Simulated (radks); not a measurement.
The lithium anion Li-, [He] 2s2, held by a Watson sphere: a shell of charge +1 at radius R that stands for the Madelung well of a crystal (potential energy -1/R inside, -1/r outside, in hartree with lengths in bohr). Method: scalar-relativistic Kohn-Sham, LDA (Slater exchange, Perdew-Wang correlation), spin-unpolarised, spherical densities, finite nucleus; Fermi nuclear charge, rms radius of each element as measured or else 0.836 A^(1/3) + 0.57 fm; computed with a radial shooting solver on a logarithmic mesh with Libxc functionals. Response by self-consistent Sternheimer equations with the Hartree and adiabatic LDA kernel, the relativistic mass of each level held fixed and spin-orbit coupling left out. The sphere does not respond.

R (bohr)  e(1s) (eV)  e(2s) (eV)  <r> 2s (bohr)  sum of <r^2> (bohr^2)  X-ray form factor at sin(theta)/lambda = 0.2 1/angstrom  alpha (bohr^3)
2.43         -51.341      -4.389          3.372                  27.69                                                    1.726           98.23
2.74         -50.743      -4.235          3.485                  29.44                                                    1.713           108.7
2.77         -50.698      -4.219          3.496                  29.61                                                    1.711           109.8
2.98         -50.426      -4.111          3.575                  30.88                                                    1.705           117.9
3.21         -50.201      -3.991          3.661                  32.31                                                    1.701           127.6
3.5          -49.993      -3.842          3.769                  34.17                                                    1.699           141.0
3.79         -49.844      -3.696          3.874                  36.06                                                    1.699           155.6
3.99         -49.763      -3.597          3.945                  37.37                                                    1.700           166.2
